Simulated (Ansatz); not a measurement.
C5H7F (SMILES C=C(C)/C=C\F) moved off its minimum; all values from Ansatz (a quantum-chemistry and plane-wave program), cores frozen in correlated methods.
(charge 0, multiplicity 1)
```xyz
13

C      0.5262     2.1294    -0.5906
C     -0.0187     0.8873    -0.2137
C     -1.4278     0.7049    -0.0111
C      0.9455    -0.1709    -0.0956
C      0.7363    -1.4092     0.3150
F     -0.4786    -1.9414     0.5934
H      1.6233     2.2143    -0.7714
H     -0.1667     2.9374    -0.7812
H     -1.9512     1.5868    -0.1951
H     -1.6679     0.3635     1.0144
H     -1.8122    -0.0855    -0.6881
H      2.0146     0.0252    -0.2491
H      1.5371    -2.2119     0.4391
```

```
level                largest force (eV/Å)  on atom  rms difference from CCSD(T)/aug-cc-pVTZ (eV/Å)  dipole (D)
-------------------  --------------------  -------  ----------------------------------------------  ----------
HF/def2-TZVPP                        6.68       C2                                           0.556        1.05
PBE/def2-TZVPP                       4.65       C2                                           0.171        0.63
r2SCAN/def2-TZVPP                    4.92       C2                                           0.120        0.66
B3LYP/def2-TZVPP                     5.18       C2                                           0.137        0.80
wB97M-V/def2-TZVPP                   5.59       C2                                           0.251        0.80
MP2/aug-cc-pVTZ                      4.81       C2                                           0.064        0.87
CCSD(T)/aug-cc-pVTZ                  4.95       C2                                           0.000        0.91
```

The differences count from one level among others, with limits of its own. Forces at CCSD(T)/aug-cc-pVTZ (eV/Å):

```tsv
atom	Fx	Fy	Fz
C1	-0.514	-2.342	0.394
C2	3.335	3.392	-1.361
C3	-1.486	-2.391	0.653
C4	0.903	-0.197	0.418
C5	0.940	-2.783	0.404
F6	-0.006	0.270	0.009
H7	-1.085	0.160	0.144
H8	0.265	0.355	0.039
H9	-0.966	1.580	-0.331
H10	0.137	0.095	-0.361
H11	0.057	0.315	0.307
H12	-0.501	0.205	-0.084
H13	-1.079	1.340	-0.232
```

Doubts at one or more of the structures used: a restricted determinant that unrestricted orbitals would lower (MP2/aug-cc-pVTZ, CCSD(T)/aug-cc-pVTZ).
